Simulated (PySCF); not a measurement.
CH11NOSi3, SMILES O[SiH2]C[SiH2]N[SiH3]. Geometry optimised at TPSSh-D3(BJ)/def2-SVP. The structure was generated by enumeration, and PubChem lists no compound with its InChIKey, so it may never have been made. Other conformers were not sampled.

Computed equilibrium geometry at TPSSh-D3(BJ)/def2-SVP (PySCF confirms it by a frequency run) as bond lengths and angles (one conformer of several):
Atoms: O1 Si2 C3 Si4 N5 Si6 H7 H8 H9 H10 H11 H12 H13 H14 H15 H16 H17. Bonds (Å): O1–Si2 1.670, O1–H7 0.981, Si2–C3 1.892, Si2–H8 1.493, Si2–H9 1.486, C3–Si4 1.877, C3–H10 1.106, C3–H11 1.105, Si4–N5 1.775, Si4–H12 1.489, Si4–H13 1.493, N5–Si6 1.763, N5–H14 1.023, Si6–H15 1.486, Si6–H16 1.484, Si6–H17 1.491. Angles (°): Si2–O1–H7 111.2, O1–Si2–C3 109.2, O1–Si2–H8 112.1, O1–Si2–H9 107.8, C3–Si2–H8 107.9, C3–Si2–H9 111.5, H8–Si2–H9 108.3, Si2–C3–Si4 112.9, Si2–C3–H10 110.1, Si2–C3–H11 109.4, Si4–C3–H10 108.7, Si4–C3–H11 108.7, H10–C3–H11 106.8, C3–Si4–N5 108.3, C3–Si4–H12 111.3, C3–Si4–H13 111.0, N5–Si4–H12 105.7, N5–Si4–H13 112.2, H12–Si4–H13 108.2, Si4–N5–Si6 125.6, Si4–N5–H14 113.3, Si6–N5–H14 113.9, N5–Si6–H15 109.6, N5–Si6–H16 107.0, N5–Si6–H17 112.7, H15–Si6–H16 110.6, H15–Si6–H17 108.3, H16–Si6–H17 108.7.
